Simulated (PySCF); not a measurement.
Species: C4H4Cl3 (doublet state).
Geometry (GFN2-xTB, Å), atoms numbered from 1 in this order:
```
atom  x, y, z in Å
C1    -1.4182   -0.9161    0.3858
C2    -0.8964    0.3032    0.7081
C3     0.2998    0.8457    0.2601
C4     1.2333    0.1889   -0.6598
Cl5    2.6445    1.2103   -0.9839
Cl6    0.4551   -0.1829   -2.2452
Cl7    1.8371   -1.3757    0.0071
H8    -2.3605   -1.2317    0.7960
H9    -0.9192   -1.5970   -0.2786
H10   -1.4605    0.9311    1.3859
H11    0.5905    1.8269    0.5984
```

The hyperfine couplings belong to this conformer and change with its torsions.

Identity: `[CH2]/C=C\C(Cl)(Cl)Cl` [radical].

Level of theory: PySCF 2.14.0, UKS B3LYP, pcH-1 on C Cl H, non-relativistic, mean-field spin-orbit, GIAO. Geometry: GFN2-xTB, one conformer, isolated molecule. Couplings are sensitive to structure, and on GFN2-xTB geometries they can be far from those on DFT ones. The SCF solution wasn't tested for stability. ⟨S²⟩ is 0.776 where a pure state has 0.75.

Match the computed a_iso(13C) values +58.5, +49.3, -45.8, -27.8 MHz with the sites C1; C2; C3; C4.

```json
{"site": "C1", "a_iso (MHz)": "+49.3", "ρ(0) (bohr⁻³)": "+0.0440", "position": "a main spin site", "distance from C3 (Å)": "2.46", "spin population": "+0.62", "largest |T| (MHz)": "92.6"}
{"site": "C2", "a_iso (MHz)": "-45.8", "ρ(0) (bohr⁻³)": "-0.0408", "position": "1 bond from C1", "distance from C3 (Å)": "1.39", "spin population": "-0.26", "largest |T| (MHz)": "28.3"}
{"site": "C3", "a_iso (MHz)": "+58.5", "ρ(0) (bohr⁻³)": "+0.0521", "position": "largest spin population", "distance from C3 (Å)": "0.00", "spin population": "+0.65", "largest |T| (MHz)": "105.5"}
{"site": "C4", "a_iso (MHz)": "-27.8", "ρ(0) (bohr⁻³)": "-0.0248", "position": "1 bond from C3", "distance from C3 (Å)": "1.47", "spin population": "-0.03", "largest |T| (MHz)": "1.5"}
```

ρ(0) is the spin density at the nucleus and T the dipolar tensor; a_iso includes a spin–orbit part; entries for several nuclei are means. The largest Mulliken spin populations are on C3 (+0.65), C1 (+0.62) and C2 (-0.26). The angles at C3 add up to 360.0°, so it is planar; its axial dipolar tensor and the negative coupling of its proton fit spin in a p orbital normal to that plane. Main spin sites, with 60 % or more of the largest population: C1, C3; positions count bonds from the nearest.

β density exceeds α density at some nuclei, such as C2 (-0.0408), C4 (-0.0248) and H11 (-0.0100), spin density in bohr⁻³. In a single determinant that takes different orbitals for the two spins, that is spin polarisation.

Class means assume fast exchange of nuclei equivalent by connectivity; if that motion is slow, each nucleus keeps its own coupling. H8 and H9 aren't averaged: C1 is flat or nearly so (angle sum 360°), and its turn about the short C1–C2 bond (1.36 Å) is taken as slow. The three 35Cl nuclei of mean +4.9 MHz run from -0.6 to 7.7 MHz in the frozen geometry.
